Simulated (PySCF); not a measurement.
Species: C5H7OS (doublet state).
Structure used (GFN2-xTB), in Å, numbered top down from 1:
```
atom  x, y, z in Å
C1     1.958    0.078    0.271
C2     0.625   -0.454    0.664
S3     0.434   -1.488    1.923
C4    -0.564    0.140   -0.031
C5    -1.867   -0.637    0.120
C6    -0.652    1.519    0.497
O7     0.063    2.362    0.897
H8     2.088    0.075   -0.811
H9     2.056    1.114    0.613
H10    2.747   -0.508    0.734
H11   -0.344    0.295   -1.097
H12   -2.678   -0.115   -0.380
H13   -1.754   -1.626   -0.316
H14   -2.113   -0.756    1.172
```

The hyperfine couplings belong to this conformer and change with its torsions.

Identity: `CC(=S)[C@@H](C)[C]=O` [radical].

Computed with PySCF, UKS B3LYP, pcH-1 on C H O S, non-relativistic, mean-field spin-orbit, GIAO. The structure is a single GFN2-xTB conformer in the gas phase; no vibrational or solvent corrections. Couplings are sensitive to structure, and on GFN2-xTB geometries they can be far from those on DFT ones. Stability of the SCF solution: not tested.

(1) What is the g tensor, term by term?

(2) How much does each term add to the isotropic shift?

(3) What are the electron Larmor frequencies g μB B/h along the three axes at 350 mT?

(4) In a frozen sample, at which fields do the three g values resonate at 9.5, 34, 94 and 263 GHz (hyperfine left aside), and which band first spreads them over more than twice a line width of 1.0 mT?

Answers

(1) 
```csv
Δg (ppt),1,2,3
relativistic mass correction,-0.22,-0.22,-0.22
gauge correction,0.02,0.02,-0.04
orbital Zeeman/spin–orbit,-6.28,2.34,10.99
total,-6.48,2.14,10.73
```

So g = 1.99584, 2.00446, 2.01305 and g_iso = 2.00445; the tensor is rhombic: the two nearest values differ by 50 % of g3 − g1. Axes: g3 points within 8° of the C2–S3 bond.

(2) The orbital-Zeeman/spin–orbit term 2.35, the mass correction -0.22 and the gauge correction 0.00 ppt, for a total of 2.13 ppt. The orbital-Zeeman/spin–orbit term is the largest in size. The mass correction is the same along every axis, so the anisotropy comes from the other two: their spans along these axes are 0.06 (gauge) and 17.27 ppt (orbital Zeeman/spin–orbit).

(3) 9.7770, 9.8192, 9.8613 GHz for g1, g2 and g3, a range of 84.3 MHz.

(4) 
| band | GHz | B(g3) mT | B(g2) mT | B(g1) mT | spread mT |
| --- | --- | --- | --- | --- | --- |
| X | 9.5 | 337.18 | 338.62 | 340.08 | 2.91 |
| Q | 34.0 | 1206.74 | 1211.91 | 1217.14 | 10.41 |
| W | 94.0 | 3336.27 | 3350.58 | 3365.04 | 28.77 |
| J | 263.0 | 9334.46 | 9374.48 | 9414.96 | 80.50 |

The spread grows in proportion to the frequency. X band is the first where it exceeds 2.0 mT.

Largest spin populations (Mulliken): C6 (+0.60), O7 (+0.19) and S3 (+0.15).

The HOMO–LUMO gaps are 3.26 eV among the α and 3.39 eV among the β orbitals.

Time: 82 s wall (with the writing of density and orbital grids); peak memory 0.95 GiB. Hardware: Arm Neoverse V2, one thread, shared host with 96 logical CPUs at a one-minute load of 85.
